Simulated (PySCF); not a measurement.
[IBr2]- (charge -1).
SMILES: `Br[I-]Br`

Level of theory: PBE0-D3(BJ)/def2-SVP geometry optimisation, gas phase, def2 core potentials past Kr in PySCF.

Masses are those of the commonest isotopes; rigid-rotor values at the optimised geometry. 

What are the moment of inertia and the rotational constant?

I = 1190.157 u·Å², B = 505379 MHz·u·Å²/I = 424.6 MHz (0.0142 cm⁻¹, or 0.020 K as hB/k).

List the first levels of a rigid rotor in a Σ state.

E(J) = BJ(J+1): J = 1: 0.028, J = 2: 0.085, J = 3: 0.170, J = 4: 0.283, J = 5: 0.425, J = 6: 0.595 cm⁻¹.

Has it a pure rotational spectrum?

Not by electric dipole: D∞h allows no dipole (computed 0.00 D). Rotational Raman lines (ΔJ = 2) lie at B(4J + 6), spaced by 4B = 0.057 cm⁻¹, with nuclear-spin weights that differ between even and odd J.

Estimate the classical rotational partition function at 10 K, 100 K and 500 K.

Point group D∞h, symmetry number σ = 2; q = kT/(σhB), k/h = 20836.6 MHz/K: 245 at 10 K, 2450 at 100 K, 12300 at 500 K.

No frequency check. The geometry's basis has no diffuse functions, a weakness for an anion. Constants of a rigid frame at the computed geometry: no zero-point averaging, no centrifugal distortion.

Hardware: one thread of an Arm Neoverse V1 (shared host). Cost: 15 s. These figures are those of the optimisation.
